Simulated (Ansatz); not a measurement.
Molecule: sum formula Si2N2H7 (charge -1, singlet). It need not be the lowest isomer of its formula. Whether it binds its extra electron was not tested at this geometry. SMILES: [NH-][SiH2]N[SiH3]
Structure (B3LYP-D3(BJ)/def2-TZVP (Ansatz, a first-principles code) minimum search):
```xyz
11

N     -2.1861     1.0083    -0.1837
Si    -1.1702    -0.2843    -0.2720
N      0.3369     0.1022     0.6027
Si     1.9309    -0.1639     0.0907
H     -3.1791     0.8007    -0.1842
H     -0.5451    -0.7295    -1.5949
H     -1.6464    -1.6257     0.2696
H      0.1772     0.8376     1.2786
H      2.2290    -1.6052    -0.1503
H      2.8890     0.2927     1.1469
H      2.3700     0.5306    -1.1605
```
Charge -1, spin multiplicity 1.

Parts of the frozen-core correlation energy in STO-3G (Ansatz, hartree). Frozen orbitals: 12; correlated occupied orbitals by spin: 13 and 13; virtual: 10 and 10. Spin-orbit coupling is left out. No relativistic terms.

| term | value |
|---|---|
| reference (HF) | -682.55348 |
| MP2 opposite-spin | (withheld) |
| MP2 same-spin | -0.02198 |
| CCSD correlation | (withheld) |
| (T) | (withheld) |
| T1 diagnostic | 0.015 |
| largest doubles amplitude | 0.037 |

Question: Fill in the missing entries.

Answer: 
- MP2 opposite-spin, value: -0.14483
- CCSD correlation, value: -0.21669
- (T), value: -0.00506
